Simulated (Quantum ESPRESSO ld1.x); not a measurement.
The technetium ion Tc+, 42 electrons, occupied as [Kr] 4d5 5s1.

All-electron calculation, scalar-relativistic Kohn-Sham, LDA (Slater exchange, VWN5 correlation), spin-polarised, spherical densities, point nucleus; open shells are filled with parallel spins first. Program: ld1.x of Quantum ESPRESSO 7.5.

Energy parts (hartree):
| part | energy |
|---|---|
| total | -4281.1428 |
| kinetic | 4419.3886 |
| electron-nucleus | -10310.9033 |
| Hartree | 1734.2263 |
| exchange-correlation | -123.8543 |

Orbitals (lengths in bohr, moments of r in powers of bohr; r(max) is where P^2 peaks):
orbital  occ.  eigenvalue (hartree)     <r^2>      <r^4>  r(max)
1s up       1              -766.131  0.001589  6.542e-06   0.022
1s down     1              -766.130  0.001589  6.542e-06   0.022
2s up       1              -109.564   0.02644   0.001202   0.127
2s down     1              -109.540   0.02643   0.001202   0.127
2p up       3              -98.1557   0.02079  0.0008596   0.101
2p down     3              -98.1375   0.02078  0.0008593   0.101
3s up       1              -19.2838    0.1985    0.06092   0.373
3s down     1              -19.2665    0.1983    0.06076   0.373
3p up       3              -15.5407    0.2024    0.06668   0.364
3p down     3              -15.5220    0.2021    0.06643   0.364
3d up       5              -9.46467    0.1916    0.07072   0.311
3d down     5              -9.43995    0.1912    0.07019   0.311
4s up       1              -3.01171     1.272      2.450   0.952
4s down     1              -2.89869     1.259      2.404   0.944
4p up       3              -1.98675     1.581      3.974    1.02
4p down     3              -1.86607     1.565      3.911    1.01
4d up       5              -0.56607     3.332      21.64    1.27
5s up       1              -0.45686     9.786      145.3    2.57
4d down     0              -0.43933     3.550      26.47    1.27
5s down     0              -0.36967     11.28      199.7    2.67
5p up       0              -0.27759     15.09      354.5    3.14
5p down     0              -0.21761     18.95      575.4    3.42
6s up       0              -0.11671     58.26       4990    6.55
6s down     0              -0.10389     69.01       7013    7.15

The highest occupied level is 5s up at -12.432 eV. The density falls to 0.001 e/bohr^3 at r = 4.16 bohr.
